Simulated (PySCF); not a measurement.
SMILES C[Si](O[CH2])(OC)OC (C4H11O3Si), doublet, GFN2-xTB optimised geometry.

```
19

C     -1.24     2.17    -0.93
O     -1.16     1.21     0.00
Si    -0.47    -0.27     0.00
C      1.43    -0.27     0.00
O     -1.10    -0.99    -1.33
C     -0.84    -2.27    -1.84
O     -0.86    -0.98     1.41
C     -2.12    -1.07     2.02
H     -0.99     1.96    -1.95
H     -1.83     3.03    -0.65
H      1.82    -1.28     0.09
H      1.81     0.15    -0.92
H      1.83     0.31     0.82
H     -1.57    -2.47    -2.62
H     -0.92    -3.03    -1.06
H      0.17    -2.31    -2.26
H     -2.55    -0.08     2.17
H     -2.81    -1.66     1.41
H     -1.98    -1.56     2.98
```

Density from unrestricted PBE0/def2-SVP run with PySCF 2.14.0 at that geometry.

Minimum of the electron density along straight lines between bonded atoms, close to the bond critical point (lines longer than 1.1 times the sum of covalent radii, or with two minima, are not listed):

```tsv
bond	length / Å	ρ at the minimum / e bohr⁻³	∇²ρ there / e bohr⁻⁵	position (fraction from the first atom)
C1–O2	1.342	0.280	0.13	0.33
O2–Si3	1.633	0.126	1.05	0.59
Si3–C4	1.895	___	0.31	0.38
Si3–O5	1.636	0.127	1.05	0.41
O5–C6	1.402	0.254	-0.30	0.66
Si3–O7	1.623	0.131	1.09	0.41
O7–C8	1.405	0.252	-0.30	0.66
C1–H9	1.072	0.288	-1.12	0.64
C1–H10	1.073	0.289	-1.13	0.64
C4–H11	1.085	0.271	-0.97	0.62
C4–H12	1.086	0.271	-0.97	0.62
C4–H13	1.084	0.273	-0.98	0.63
C6–H14	1.091	0.283	-1.09	0.64
C6–H15	1.092	0.282	-1.07	0.63
C6–H16	1.092	0.281	-1.06	0.63
C8–H17	1.091	0.283	-1.08	0.64
C8–H18	1.092	0.282	-1.06	0.63
C8–H19	1.090	0.283	-1.09	0.64
```

### Question
Complete the blanks.

### Answer

- Si3–C4, ρ at the minimum / e bohr⁻³: 0.116
